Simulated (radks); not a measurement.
Removal energies from the cadmium ion Cd+, [Kr] 4d10 5s1, by Delta-SCF beside the eigenvalue of the level emptied. All-electron calculation, scalar-relativistic Kohn-Sham, BLYP, spin-polarised, spherical densities, finite nucleus; Fermi nuclear charge, rms radius of each element as measured or else 0.836 A^(1/3) + 0.57 fm. Program: a radial shooting solver on a logarithmic mesh with Libxc functionals. Open shells are filled with parallel spins first.

5s: final configuration [Kr] 4d10; Delta-SCF (eV) 17.469; -eigenvalue (eV) 13.472
4d: final configuration [Kr] 4d9 5s1; Delta-SCF (eV) 27.005; -eigenvalue (eV) 20.242
4p: final configuration [Ar] 3d10 4s2 4p5 4d10 5s1; Delta-SCF (eV) 83.334; -eigenvalue (eV) 75.608
4s: final configuration [Ar] 3d10 4s1 4p6 4d10 5s1; Delta-SCF (eV) 122.62; -eigenvalue (eV) 114.56
